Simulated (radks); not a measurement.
Values are calculated unless marked as measured or tabulated.
All-electron atom: Ag2+ in [Kr] 4d9. Code: a radial shooting solver on a logarithmic mesh with Libxc functionals. Model: Dirac Kohn-Sham, PBE, spin-unpolarised, spherical densities, point nucleus; open shells are shared between the two j in proportion to 2j + 1; speed of light set to 205.554 atomic units (1.5 times the physical value, a model run).

Normalised radial functions P(r) = r R(r) (large component), r in bohr:

```
   r/bohr * 5p1/2 (the largest magnitude, 0.647, reaches the edge; | marks zero)
 0.002563                             *
 0.003947                             *
 0.006129                             *
 0.009441                             *
  0.01454                             |*
  0.02258                             | *
  0.03478                             |  *
  0.05357                             |    *
  0.08318                             |    *
   0.1281                             |*
   0.1989                        *    |
   0.3064                      *      |
    0.472                             |  *
   0.7329                             |           *
    1.129                             |  *
    1.739            *                |
      2.7  *                          |
    4.159            *                |
    6.458                         *   |
    9.947                             *
```

5p1/2 (empty): eigenvalue -14.333 eV, 3 radial nodes at r = 0.139, 0.431, 1.22 bohr, <r> = 3.07 bohr, 90 % of the charge inside 4.49 bohr.
